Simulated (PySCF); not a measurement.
Mo(NH)2(OH)(Me) (CH₆MoN₂O), SMILES [CH3][Mo](=[NH])(=[NH])[OH], multiplicity 1.

Geometry optimised at PBE-D3(BJ)/def2-SVP. The multiplicity is an assumed one; no other spin state was optimised. The structure was generated by enumeration; whether it is a known compound was not checked. The def2 effective core potentials stand for the cores of Mo; spin–orbit coupling is left out. Other conformers were not sampled.

Two levels are set side by side: TDA-PBE/def2-SVPD (PySCF) and TDA-CAM-B3LYP/def2-SVPD (PySCF). Vertical, same geometry. The lowest singlet is HOMO→LUMO 86 % with PBE and HOMO→LUMO 82 % with the other functional; states are paired by order. Differences are taken from unrounded values.

```
quantity                              TDA-CAM-B3LYP  TDA-PBE  TDA-PBE minus TDA-CAM-B3LYP
------------------------------------  -------------  -------  ---------------------------
lowest singlet excitation (eV)                 4.23     4.00                        -0.23
lowest triplet excitation (TDA) (eV)           3.75     3.58                        -0.16
```

Functionals without exact exchange tend to place singlet excitations lower, as here. Differences between two approximate levels are no errors against the true value.

Rough cost on one machine, each run with all the roots and properties that it gave: TDA-CAM-B3LYP against TDA-PBE about 3 times.
